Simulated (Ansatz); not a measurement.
A trace of molecular dynamics of H3NZn (5 atoms, charge 0, multiplicity 1).

Level of theory: RKS PBE-D4/def2-SVP in Ansatz 0.2.0.

| Item | Value |
| --- | --- |
| ensemble | NVE (velocity Verlet) |
| starting velocities drawn for | 300 K |
| seed | 3196 |

```
time (fs)  T (K)  potential energy less start (eV)  conserved less start (meV/atom)
      0.0    300                             0.000                             0.00
      4.0    219                             0.032                             0.07
      8.0    191                             0.043                             0.13
     12.0    481                            -0.069                             0.20
     16.0   2524                            -0.860                             0.45
     20.0   2209                            -0.728                             2.46
     24.0   2735                            -0.942                             0.38
     28.0   3281                            -1.154                             0.49
     32.0   2612                            -0.863                             6.78
     36.0   3683                            -1.310                             0.47
     40.0   3142                            -1.099                             0.53
     44.0   3730                            -1.313                             3.44
     48.0   4151                            -1.494                            -0.02
     52.0   2642                            -0.905                             0.53
     56.0   3849                            -1.388                            -2.40
     60.0   4383                            -1.585                            -0.27
     64.0   2746                            -0.946                             0.45
     68.0   3589                            -1.285                            -1.87
     72.0   3754                            -1.338                             0.33
     76.0   2732                            -0.940                             0.54
     80.0   3520                            -1.230                             3.72
     84.0   3527                            -1.250                             0.26
     88.0   2742                            -0.944                             0.50
     92.0   3051                            -1.066                             0.25
     96.0   3824                            -1.365                             0.25
    100.0   2773                            -0.956                             0.56
```

Question: Can this run be trusted? Judge the integration.

Answer: The conserved energy wandered by up to 7.8 meV per atom (net 0.6 meV per atom), which is poor conservation. The system heated up, since it started high on the potential surface and ran downhill. A run of 0.1 ps of so small a system gives no equilibrium averages. The orbitals stay closed-shell, which can raise the energy where a bond breaks towards radicals; this wasn't checked here. The time step was 0.5 fs.

Time of the run: 4 min on 1 thread of Arm Neoverse V1, with other jobs on the host, peak memory 0.1 GiB.
